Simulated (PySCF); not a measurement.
trisilylamine (H9NSi3), SMILES [SiH3]N([SiH3])[SiH3]. Heavy atoms are numbered as in [SiH3:1][N:2]([SiH3:3])[SiH3:4]. Hydrogens are named by the atom that carries them.

Coordinates come from a TPSSh-D3(BJ)/def2-SVP optimisation.

These are PBE0/pcSseg-1 in PySCF values and carry that method's errors.

GIAO shieldings, no solvent; atoms alike by connectivity are averaged. δ = σ(ref) − σ: ²⁹Si against TMS (σ = 352.7 ppm); ¹⁵N against NH3 (σ = 267.4 ppm); ¹H against TMS (σ = 31.56 ppm), references at their B3LYP-D3(BJ)/def2-TZVP geometries, non-relativistic.

```tsv
atoms	nucleus	count	δ (ppm)
Si1 (SiH3)	²⁹Si	3	(withheld)
N2	¹⁵N	1	-27.6
H on Si1	¹H	9	4.93
```

Q: Some entries are withheld; supply them. (An estimate is asked for; the answer gives what the named calculation found.)

A: 
- Si1 (SiH3), δ (ppm): -42.4
